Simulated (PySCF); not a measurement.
Telling isomers of C$_{7}$H$_{4}$FN apart by NMR

PySCF 2.14 calculation with GFN2-xTB geometry and PBE0/pcSseg-1 with gauge-including orbitals; one computed conformer, one averaged value for each set of equivalent atoms, no relativistic terms, no solvent.

Shifts are taken against calculated references (same method and geometry level): ¹H and ¹³C against TMS. Splittings of carbon signals by F and P are missing where no couplings were computed. Where no couplings were computed, multiplicities follow the n + 1 count of equivalent neighbours, and m marks all less simple cases (inequivalent or close neighbours, rings, F or P nearby). Shifts are as computed. Against solution values, carbons near 30 ppm lie about +3 ppm off and those near 130 ppm about +5 ppm. Of 1211 compounds with measured shifts, 218 miss one by over three times the rms of a fit or turn the order of signals round; such compounds aren't used in these exercises.

(1) Tabulate the signals of `N#Cc1ccccc1F`, `C=C/C(F)=C\C#CC#N` and their relative energies.

(2) What is the quickest way to tell N#Cc1ccccc1F from C=C/C(F)=C\C#CC#N?

Results:

(1) 
```json
{"SMILES": "N#Cc1ccccc1F", "carbon types": "3×C 4×CH", "δC": "175.0, 142.0, 139.8, 129.6, 122.8, 119.5, 106.7", "δH": "7.95 (m, 1H), 7.84 (m, 1H), 7.50 (m, 1H), 7.49 (m, 1H)", "E rel. (kcal/mol)": "0.0"}
{"SMILES": "C=C/C(F)=C\\C#CC#N", "carbon types": "4×C 2×CH 1×CH2", "δC": "187.0, 133.5, 133.2, 111.5, 94.0, 83.7, 79.6", "δH": "7.07 (m, 1H), 6.44 (m, 1H), 6.16 (m, 1H), 5.56 (m, 1H)", "E rel. (kcal/mol)": "66.4"}
```

Energies are electronic energies at PBE0/pcSseg-1 on these geometries, without zero-point or thermal terms, each for the one conformer computed, which needn't be the lowest.

(2) Both give the same number of carbon signals, but DEPT or the intensities differ. The first has an aromatic carbon bearing fluorine (C) at 175.0 ppm, the second a terminal =CH2 carbon at 133.5 ppm. Their most deshielded carbons lie at 175.0 and 187.0 ppm. In the proton spectra the most deshielded non-exchanging signals are 7.95 (m, 1H) and 7.07 (m, 1H).
